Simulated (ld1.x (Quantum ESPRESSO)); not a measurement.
**Logarithmic derivatives: silver (Ag), PAW**

Ag, PAW, made with ld1.x (Quantum ESPRESSO) 7.5 (PBEsol, fully relativistic). Core [Ar] 3d10, reference 4s2 4p6 4d9 5s0 5p0 (charge +2). Waves: 4s (bound): rcut 1.50, rcutus 1.60 bohr; 5s (bound, empty): rcut 1.50, rcutus 1.60 bohr; 4p (bound): rcut 1.30, rcutus 1.45 bohr; 5p (bound, empty): rcut 1.30, rcutus 1.45 bohr; 4d (bound): rcut 1.40, rcutus 1.50 bohr; 4d channel at -1.55 Ry: rcut 1.40, rcutus 1.50 bohr. Local part: all-electron potential smoothed inside 1.55 bohr (lloc = -1). Core correction: Bessel-smoothed model core, default radius (core density twice the valence density). Augmentation charge: PSQ, inside the norm-conserving radii.

Open shells are filled in proportion to 2j + 1 (rel_dist='average').

The phase is arctan(r·u′/u) with u = r·R(r), unwrapped; energies in Ry, scanned from -11 to 5 Ry. A pole is an energy at which the radial function vanishes at the test radius. The pseudo phase is shifted by a multiple of π to meet the all-electron one at the reference energy, and phase errors are pseudo minus all-electron; the curves can meet again beyond the range given. Levels narrower than the energy grid can be missing from the lists of poles.

Question: For each channel, where are the poles, and over which energies does the pseudopotential scatter like the atom?

Answer:

```
channel  radius (bohr)  reference energy (Ry)  poles, all-electron  poles, pseudo  unbroken range about the reference energy with phases within 0.05 rad  phase error 1 Ry above the reference energy (rad)
      s           1.74                  -1.52                -8.28          -8.28                                                        the whole range                                             +0.000
   p1/2           1.74                  -1.07                -5.65          -5.65                                                              below 1.4                                             -0.002
   p3/2           1.74                  -1.03                -5.18          -5.18                                                              below 1.4                                             -0.002
   d3/2           1.74                  -2.15                -0.73          -0.73                                                              below 4.8                                             -0.000
   d5/2           1.74                  -2.10                -0.64          -0.64                                                              below 5.0                                             -0.000
```

The ghost test of this file was not conclusive.

Phases in the d5/2 channel:

```tsv
E (Ry)	all-electron	pseudo
-11.00	1.379	1.379
-10.76	1.377	1.377
-10.52	1.374	1.374
-10.28	1.371	1.371
-10.04	1.367	1.368
-9.80	1.364	1.364
-9.56	1.361	1.361
-9.32	1.357	1.357
-9.08	1.353	1.353
-8.84	1.349	1.349
-8.60	1.345	1.345
-8.36	1.340	1.340
-8.12	1.335	1.335
-7.88	1.330	1.330
-7.64	1.324	1.324
-7.40	1.318	1.318
-7.16	1.311	1.311
-6.92	1.304	1.304
-6.68	1.296	1.296
-6.44	1.287	1.287
-6.20	1.277	1.277
-5.96	1.266	1.266
-5.72	1.253	1.253
-5.48	1.239	1.239
-5.24	1.223	1.223
-5.00	1.203	1.204
-4.76	1.181	1.181
-4.52	1.153	1.153
-4.28	1.118	1.119
-4.04	1.074	1.074
-3.80	1.016	1.016
-3.56	0.935	0.935
-3.32	0.815	0.815
-3.08	0.629	0.629
-2.84	0.324	0.324
-2.60	-0.131	-0.131
-2.36	-0.615	-0.615
-2.12	-0.964	-0.964
-1.88	-1.180	-1.180
-1.64	-1.317	-1.317
-1.40	-1.409	-1.409
-1.16	-1.475	-1.475
-0.92	-1.525	-1.525
-0.68	-1.565	-1.565
-0.44	-1.598	-1.598
-0.20	-1.627	-1.627
0.04	-1.651	-1.651
0.28	-1.674	-1.674
0.52	-1.695	-1.695
0.76	-1.715	-1.715
1.00	-1.734	-1.734
1.24	-1.754	-1.753
1.48	-1.773	-1.773
1.72	-1.793	-1.792
1.96	-1.814	-1.813
2.20	-1.835	-1.834
2.44	-1.859	-1.857
2.68	-1.885	-1.883
2.92	-1.914	-1.911
3.16	-1.946	-1.942
3.40	-1.983	-1.978
3.64	-2.026	-2.019
3.88	-2.077	-2.067
4.12	-2.139	-2.125
4.36	-2.214	-2.195
4.60	-2.309	-2.281
4.84	-2.428	-2.388
```
